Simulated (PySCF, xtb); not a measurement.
HOS, SMILES S[O], multiplicity 2.

Harmonic wavenumbers (cm⁻¹) from GFN2-xTB run with xtb at its own minimum, in rising order: 977, 1095, 1990.

### Question
What does r2SCAN-D4/def2-TZVPD in PySCF 2.14.0 give at its own minimum? (Estimate from the structure and the level; the computed values follow.)

### Answer
1025, 1097, 2391. Paired by order, the mean absolute difference is 151 cm⁻¹ and the zero-point energies are 5.8 and 6.5 kcal/mol.
